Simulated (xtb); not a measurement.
xtb input (GFN1-xTB):

```bash
xtb mol.xyz --gfn 1 --opt tight --chrg 0 --uhf 0
```
mol.xyz:
```
5

B     -0.71003125     0.07546853    -0.03452717
O      0.63419432     0.01457283     0.08808635
H     -1.30224394    -0.74213500    -0.67821064
H     -1.25992586     0.97291974     0.52460695
H      1.03877147    -0.72471000    -0.37845126
```

End of the output:

```
         :::::::::::::::::::::::::::::::::::::::::::::::::::::
         ::                     SUMMARY                     ::
         :::::::::::::::::::::::::::::::::::::::::::::::::::::
         :: total energy              -7.724525527009 Eh    ::
         :: gradient norm              0.000042658534 Eh/a0 ::
         :: HOMO-LUMO gap              5.907721473220 eV    ::
         ::.................................................::
         :: SCC energy                -7.788859291353 Eh    ::
         :: -> electrostatic           0.036598830030 Eh    ::
         :: repulsion energy           0.064897699603 Eh    ::
         :: dispersion energy         -0.000563935259 Eh    ::
         :: halogen bond corr.         0.000000000000 Eh    ::
         :: add. restraining           0.000000000000 Eh    ::
         :: total charge               0.000000000000 e     ::
         :::::::::::::::::::::::::::::::::::::::::::::::::::::

           -------------------------------------------------
          |                Property Printout                |
           -------------------------------------------------

    * Orbital Energies and Occupations

         #    Occupation            Energy/Eh            Energy/eV
      -------------------------------------------------------------
         1        2.0000           -0.7849565             -21.3598
         2        2.0000           -0.6465578             -17.5937
         3        2.0000           -0.5833566             -15.8739
         4        2.0000           -0.5523952             -15.0314
         5        2.0000           -0.5076463             -13.8138
         6        2.0000           -0.4402741             -11.9805 (HOMO)
         7                         -0.2231694              -6.0727 (LUMO)
         8                         -0.1227851              -3.3412
         9                         -0.0699234              -1.9027
        10                         -0.0478438              -1.3019
        11                          0.1908418               5.1931
        12                          0.3136962               8.5361
        13                          0.4619440              12.5701
        14                          0.5273835              14.3508
      -------------------------------------------------------------
                  HL-Gap            0.2171048 Eh            5.9077 eV
             Fermi-level           -0.3317217 Eh           -9.0266 eV

  Mulliken/CM5 charges         n(s)   n(p)   n(d)
     1B     0.38577  0.13758   0.922  1.693  0.000
     2O    -0.52768 -0.67864   1.677  4.851  0.000
     3H    -0.11641 -0.00946   1.116  0.000  0.000
     4H    -0.09065  0.02073   1.091  0.000  0.000
     5H     0.34897  0.52979   0.651  0.000  0.000

Wiberg/Mayer (AO) data.
largest (>0.10) Wiberg bond orders for each atom

 ---------------------------------------------------------------------------
     #   Z sym  total        # sym  WBO       # sym  WBO       # sym  WBO
 ---------------------------------------------------------------------------
     1   5 B    3.185 --     2 O    1.267     4 H    0.963     3 H    0.948
     2   8 O    2.156 --     1 B    1.267     5 H    0.862
     3   1 H    0.994 --     1 B    0.948
     4   1 H    1.005 --     1 B    0.963
     5   1 H    0.893 --     2 O    0.862
 ---------------------------------------------------------------------------

Topologies differ in total number of bonds
Writing topology from bond orders to xtbtopo.mol

 dipole moment from electron density (au)
     X       Y       Z
   0.2716  -0.6642  -0.4304  total (Debye):    2.127

           -------------------------------------------------
          |                Geometry Summary                 |
Note: The following floating-point exceptions are signalling: IEEE_DENORMAL
normal termination of xtb
           -------------------------------------------------

      molecular mass/u    :       29.8342552
   center of mass at/Å    :        0.0228358       0.0119329       0.0111518
  moments of inertia/u·Å² :        0.2819855E+01   0.1642329E+02   0.1924315E+02
rotational constants/cm⁻¹ :        0.5978191E+01   0.1026446E+01   0.8760329E+00

 * 4 selected distances

     #   Z          #   Z                                           value/Å
     1   5 B        2   8 O                                       1.3430036 (max)
     1   5 B        3   1 H                                       1.1954355
     1   5 B        4   1 H                                       1.1828794
     2   8 O        5   1 H                                       0.9608802 (min)

 * 3 distinct bonds (by element types)

   Z      Z             #   av. dist./Å        max./Å        min./Å
   1 H    5 B           2     1.1891575     1.1954355     1.1828794
   1 H    8 O           1     0.9608802     0.9608802     0.9608802
   5 B    8 O           1     1.3430036     1.3430036     1.3430036

optimized geometry written to: xtbopt.xyz

           -------------------------------------------------
          | TOTAL ENERGY               -7.724525527009 Eh   |
          | GRADIENT NORM               0.000042658534 Eh/α |
          | HOMO-LUMO GAP               5.907721473220 eV   |
           -------------------------------------------------

------------------------------------------------------------------------
------------------------------------------------------------------------
 total:
 SCF:
 ANC optimizer:
```
